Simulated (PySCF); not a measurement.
A structure optimised at PBE-D3(BJ)/def2-SVP, used in a PySCF frequency run:

```xyz
5

F      0.0256    -1.9703     0.0000
C      0.5983    -0.7931     0.0000
C      0.0583     0.4256     0.0000
F     -1.2490     0.6833     0.0000
F      0.7857     1.5321     0.0000
```
Charge 0, spin multiplicity 2.

Task: Write its SMILES, formula and point group.

Result: F[C]=C(F)F, C2F3, Cs

Task: What are its rotational constants (standard atomic weights)?

Result: 11.056, 3.6903, 2.7668 GHz
